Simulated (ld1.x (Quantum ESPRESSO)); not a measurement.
# Si: one change to a TM potential, before and after

| Item | Value |
| --- | --- |
| Element | silicon (Si) |
| Generator | ld1.x (Quantum ESPRESSO) 7.5 |
| Type | norm-conserving Troullier–Martins (Kleinman–Bylander form) |
| Functional | PBE |
| Relativity | scalar-relativistic |
| Frozen core | [Ne] |
| Valence charge | 4 |
| Reference configuration | 3s2 3p2 |
| Partial waves | 3s (bound): rc 1.65 bohr; 3p (bound): rc 1.65 bohr |
| Local potential | the p channel |
| Core correction | Bessel-smoothed model core inside 1.55 bohr |

Change: all radii but the core radius scaled by about 0.75 (s 1.24, p 1.24 bohr).

Cutoffs: the cutoffs (Ry, on a coarse ladder) from which the occupation-weighted sum of valence levels, in a spherical-Bessel basis at the reference potential, stays within 10 and 1 mRy of its value at 400 Ry; they do not see the model core or the augmentation charge, which bear on the density cutoff. Errors are all-electron minus pseudo energies relative to the spin-unpolarised reference configuration.

Task: What does the change do?

Result: The potential gets harder (15 Ry and 40 Ry → 80 Ry and 160 Ry); of the 7 tests that both files solve, the error grows in 6 and shrinks in 0 by more than 15 % and 0.3 meV (median size 7.1 → 16.0 meV); neither file shows a bound ghost. A smaller radius makes the pseudo-wave follow the all-electron one further in, where it bends more sharply, so more plane waves are needed. That the errors move this way runs against the usual rule that smaller radii transfer better.

```csv
quantity,base,changed
"cutoff, loose",15 Ry,80 Ry
"cutoff, tight",40 Ry,160 Ry
loose cutoff by channel (10 mRy a level),"s 12 Ry, p 6 Ry","s 40 Ry, p 70 Ry"
bound ghosts,none,none
"error for 3s2 3p1, meV [ΔE 7.74 eV]",+1.8,+4.3
"error for 3s2 3p0, meV [ΔE 23.73 eV]",+13,+21
"error for 3s1 3p0, meV [ΔE 57.70 eV]",+89,+97
"error for 3s2 3p1.5, meV [ΔE 2.92 eV]",+0.3,+0.8
"error for 3s1 3p3, meV [ΔE 6.81 eV]",+1.3,+3.9
"error for 3s0 3p4, meV [ΔE 13.78 eV]",+7.1,+19
"error for 3s1 3p2, meV [ΔE 15.17 eV]",+7.2,+16
```
